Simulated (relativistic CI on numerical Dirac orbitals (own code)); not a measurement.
Fe3+ in a cubic cluster: L2,3 absorption with charge transfer

Computed with a charge-transfer multiplet model of a cubic metal-ligand cluster with up to 2 ligand holes, Slater and spin-orbit integrals from Dirac-Coulomb-Breit ions, Slater integrals scaled by 0.7. The ground state mixes d5 with configurations of k ligand holes L, whose averages lie at kΔ + k(k − 1)U_dd/2; a core hole lowers each added d electron by U_cd. 20 K, Lorentzian 0.4 eV and Gaussian 0.3 eV FWHM.

Atomic integrals in eV (Slater integrals scaled, ζ unscaled), ground: F2dd 8.389, F4dd 5.243, zeta_d 0.056; with the core hole: F2dd 8.932, F4dd 5.587, zeta_d 0.075, zeta_core 8.130, F2cd 5.236, G1cd 3.950, G3cd 2.245.

Cluster parameters (eV): Δ = 1.1, U_cd = 8.1, 10Dq = 0.85, 10Dq(ligand) = 0.2, V(eg) = 2.45, V(t2g) = -1.22, final-state hopping factor = 1.

Weights, n_d and S are thermal averages at 20 K. Photon energies count from the first peak over 30 % of the highest in each spectrum, which can be another peak from case to case. The parameters are a model scan and need not match a compound or its usual spin state. Peaks in eV (height, largest 100): 0.0 (34), 1.5 (100), 5.7 (5), 12.9 (14), 14.5 (23), 15.4 (17).

**Question.** Which parameters give this spectrum?
A. U_dd = 7.3 eV
B. U_dd = 8.7 eV
C. U_dd = 6.6 eV

**Answer.** B. U_dd = 8.7 eV; the ground state then has 5.42 d electrons and S = 2.50. The choice follows from running the model for each set and comparing peak positions and heights.
